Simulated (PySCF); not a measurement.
## A search over the determinants of InCl

Unrestricted PBE0; PySCF, scalar-relativistic core potentials, basis sets In aug-cc-pVDZ-PP with ECP28, Cl aug-cc-pV(D+d)Z. Outer shells of the fragments: In 4d10 5s2 5p1; Cl 3s2 3p5.

Followed along the bond (rough minima from three points):

| 2Ms+1 | unpaired | ⟨S²⟩ at the start | R at minimum (Å) | Te (eV) |
| --- | --- | --- | --- | --- |
| 1 | none | 0.00 | 2.45 | 0.00 |
| 3 | σ ↑, π ↑ | 2.00 | 2.40 | 3.44 |

Solutions found at the starting distance of 2.360 Å, counted from the lowest of them; the search is not exhaustive and high or unbound solutions are not listed, so other states can lie among these:

```tsv
2Ms+1	unpaired	term	E (eV)	⟨S²⟩	⟨Lz²⟩	μ (D)
1	none	¹Σ⁺	0.00	0.00	0.00	-3.14
3	σ ↑, π ↑	³Π	3.41	2.00	1.00	-2.18
1	σ ↑, π ↓	mixed	3.92	1.01	1.00	-1.71
3	σ ↑↑	³Σ⁺	5.38	2.00	0.00	-0.14
3	π ↑↑	mixed	5.70	2.01	2.01	2.89
3	π ↑↑	mixed	5.85	2.01	2.01	3.03
3	σ ↑, π ↑	³Π	7.28	2.00	1.01	1.11
```

A term symbol is given only where ⟨S²⟩ and ⟨Lz²⟩ are close to those of a pure state; real π, δ and φ orbitals otherwise mix terms. A positive dipole means In(−)Cl(+).

Spin–orbit coupling is left out. Counting both spins, an empty level lies below a filled one in some of these solutions, because spin and occupation are held.
